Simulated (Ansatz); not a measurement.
`[SiH3]C1(Cl)C=C1` and `ClC1C=C1` differ in one atom or group.

Ansatz, PBE0-D4/def2-TZVP geometries, multiplicity 1. 

| property | `[SiH3]C1(Cl)C=C1` |
| --- | --- |
| HOMO–LUMO gap (ωB97M-V/def2-TZVPP) / eV | 11.19 |
| LUMO energy (ωB97M-V/def2-TZVPP) / eV | 1.33 |
| LUMO energy (PBE0/def2-TZVPP) / eV | -0.78 |
| HOMO–LUMO gap (B3LYP/def2-TZVPP) / eV | 6.52 |
| HOMO energy (B3LYP/def2-TZVPP) / eV | -7.54 |
| size of the dipole moment (PBE/def2-TZVPP) / D | 2.56 |

Question: What does the change do to each property? (Best estimate.)

Answer: Computed: 
```
                                      property  `ClC1C=C1`  shift
       HOMO–LUMO gap (ωB97M-V/def2-TZVPP) / eV       11.73   0.54
         LUMO energy (ωB97M-V/def2-TZVPP) / eV        1.66   0.33
            LUMO energy (PBE0/def2-TZVPP) / eV       -0.53   0.25
         HOMO–LUMO gap (B3LYP/def2-TZVPP) / eV        6.80   0.28
           HOMO energy (B3LYP/def2-TZVPP) / eV       -7.58  -0.04
size of the dipole moment (PBE/def2-TZVPP) / D        2.55  -0.01
```

With PBE0 the HOMO falls by 0.08 eV and the LUMO rises by 0.25 eV, so the gap widens by about 0.33 eV. PBE moves the HOMO by 0.15 eV and ωB97M-V by -0.20 eV. Dipoles are sizes alone; their direction can turn.

B3LYP here is the variant with VWN-RPA as its local correlation; programs differ in this.
